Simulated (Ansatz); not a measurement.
Ansatz (an electronic-structure program) input:

Ansatz 0.2 input:
```yaml
crystal:
  periodic: [false, false, false]
  atoms:
    - {symbol: Tl, position_ang: [-0.00000000, -0.00000000, -0.43926089]}
    - {symbol: Cl, position_ang: [0.00000000, 0.00000000, 2.09294892]}
basis:
  gaussian:
    orbitals: def2-TZVP
hamiltonian:
  xc: b3lyp
  dispersion: d3bj
phonons: {temperatures: {t_min: 298.15, t_max: 298.15, t_step: 100}}
```

Question: Predict the final energy.

Answer: -632.89522 Eh (B3LYP-D3(BJ)/def2-TZVP). The basis has 87 functions.
